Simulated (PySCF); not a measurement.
Compound: C₅H₆NP.
Numbering: `[CH3:1][c:2]1[n:3][cH:4][cH:5][cH:6][p:7]1`

Cartesian coordinates in Å at the GFN2-xTB level; atoms count from 1:
```
atom  x, y, z in Å
C1     2.327    0.016   -0.010
C2     0.830   -0.070   -0.014
N3     0.192    1.073    0.079
C4    -1.125    1.163    0.094
C5    -2.006    0.094    0.012
C6    -1.563   -1.209   -0.091
P7     0.108   -1.674   -0.134
H8     2.675    0.331    0.973
H9     2.658    0.762   -0.730
H10    2.771   -0.948   -0.249
H11   -1.507    2.174    0.176
H12   -3.069    0.295    0.028
H13   -2.295   -2.006   -0.153
```

NICS is the negative of the GIAO shielding at a point without a nucleus: at the ring centre (0) and 1 Å above and below it (1); zz is the component along the ring normal. Level: GIAO PBE0/pcSseg-1 (PySCF, non-relativistic, gas phase) on the GFN2-xTB geometry, one conformer.

Ring bond lengths (Å), with Mayer bond orders in brackets: C2–N3 1.312 (1.45), N3–C4 1.320 (1.49), C4–C5 1.388 (1.39), C5–C6 1.380 (1.46), C6–P7 1.735 (1.31), P7–C2 1.763 (1.25).

What do the NICS probes read (ppm)?

```
             ring                                                     type  NICS(0)  NICS(1), two faces  NICS(1)zz, two faces  rms pucker (Å)  centre to ring atoms, mean (Å)
C2–N3–C4–C5–C6–P7  6-membered ring with N and P; formal bonds all aromatic     -6.2       -10.4 / -10.3         -25.5 / -25.3            0.00                            1.47
```

What can be read from them?

- C2–N3–C4–C5–C6–P7: mean NICS(1)zz -25.4 ppm, shielded.

What does the geometric index give? HOMA = 1 − mean of α(R − Ropt)² over the ring bonds, with Krygowski's 1993 parameters (CC: Ropt 1.388 Å, α 257.7 Å⁻²; CN: Ropt 1.334 Å, α 93.52 Å⁻²; CP: Ropt 1.698 Å, α 118.91 Å⁻²).

- C2–N3–C4–C5–C6–P7: HOMA 0.87; the largest term is that of P7–C2, α(R − Ropt)² = 0.51.

List the ring angles and the Hirshfeld charges of the ring atoms.

- C2–N3–C4–C5–C6–P7: C2 126.8° (+0.024 e), N3 123.1° (-0.150 e), C4 125.4° (+0.023 e), C5 121.8° (-0.052 e), C6 124.4° (-0.092 e), P7 98.5° (+0.077 e); sum 720.0° against 720° for a flat convex ring.

How shielded are the nuclei of the rings and their hydrogens (means over atoms taken as equivalent)?

| atoms | environment | σ isotropic (ppm) | principal values of the symmetric part, first atom (ppm) |
| --- | --- | --- | --- |
| C2 | substituted aromatic carbon | -18.6 | -193.5, -12.8, 150.5 |
| N3 | pyridine-type nitrogen | -103.8 | -436.2, -170.1, 294.8 |
| C4 | aromatic CH next to a ring nitrogen | 35.3 | -59.0, 19.4, 145.5 |
| C5 | aromatic CH carbon | 61.3 | -52.0, 48.2, 187.6 |
| C6 | aromatic CH carbon | 9.7 | -167.0, 13.8, 182.3 |
| P7 | phosphorus bonded to 2 C | 105.5 | -110.7, -94.4, 521.7 |
| H11 | aromatic hydrogen | 22.61 | 18.2, 23.0, 26.6 |
| H12 | aromatic hydrogen | 24.22 | 21.1, 24.0, 27.6 |
| H13 | aromatic hydrogen | 22.10 | 18.6, 20.7, 27.0 |
